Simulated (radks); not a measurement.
Results of a calculation; reference values are marked as such.
Effect of the nuclear size on the argon ion Ar3+, [Ne] 3s2 3p3. Code: a radial shooting solver on a logarithmic mesh with Libxc functionals. Model: Dirac Kohn-Sham, relativistic LDA (MacDonald-Vosko exchange, VWN5 correlation), spin-unpolarised, spherical densities, finite nucleus; open shells are shared between the two j in proportion to 2j + 1; Fermi nuclear charge, rms radius 3.4274 fm. The rms radius is varied about that value; shifts are against it.

rms radius (fm),total energy shift (eV),density at nucleus (e/bohr^3),1s1/2 shift (meV),2s1/2 shift (meV)
2.8139,-0.00602,4318,-2.52,-0.189
3.2252,-0.00211,4306,-0.885,-0.066
3.4274,0,4300,0.000,0.000
3.7084,0.00314,4293,1.32,0.099
4.13,0.00831,4284,3.48,0.261

Slopes of the eigenvalues against <r^2> in GHz/fm^2, as finite differences over the two radii next to the reference (eigenvalue slopes, not the field-shift constants of lines): 1s1/2 159, 2s1/2 11.9.
